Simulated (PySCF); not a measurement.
## Energy of Nb⁻ (niobium, charge -1) between two integer charges

The 5s beta orbital of [Kr] 4d4 5s2 is emptied in steps (occupation f), with all orbitals relaxed, ending at [Kr] 4d4 5s1. Calculation: PySCF 2.14, in aug-cc-pVTZ-PP with ECP28MDF (6s6p5d3f2g, 88 functions); scalar relativity through the core potential. The exact energy is a straight line in f; departures are measured from the line between the end points of the same method.

```tsv
f	UHF (eV)	LDA (eV)	PBE (eV)
1	0.000	0.000	0.000
0.9	0.002	-0.167	-0.153
0.7	0.004	-0.401	-0.364
0.5	0.005	-0.488	-0.441
0.3	0.004	-0.418	-0.373
0.1	0.002	-0.181	-0.154
0	0.000	0.000	0.000
```

| method | E(f=0) − E(f=1) (eV) | −ε at f=1 (eV) | −ε at f=0.5 (eV) |
| --- | --- | --- | --- |
| UHF | -0.234 | -0.211 | -0.235 |
| LDA | 0.941 | -0.888 | 0.891 |
| PBE | 0.643 | -1.033 | 0.613 |

Orbital energy along the path (eV):

```
  f    UHF     LDA     PBE
  1  0.211   0.888   1.033
0.9  0.217   0.569   0.733
0.7  0.227  -0.127   0.086
0.5  0.235  -0.891  -0.613
0.3  0.242  -1.704  -1.356
0.1  0.248  -2.550  -2.107
  0  0.250  -2.897  -1.907
```

As f goes to zero the orbital energy of a semilocal functional can turn back, because the density of that orbital vanishes from the exchange-correlation potential.

At f = 1 the orbital energy is positive for UHF, LDA, PBE: only the finite basis holds the electron.

Reference removal energy between the ground levels: 0.917 eV (measured; photodetachment measurements, as compiled on the Wikipedia data page of electron affinities). The calculation has no spin-orbit coupling. UHF lacks correlation.
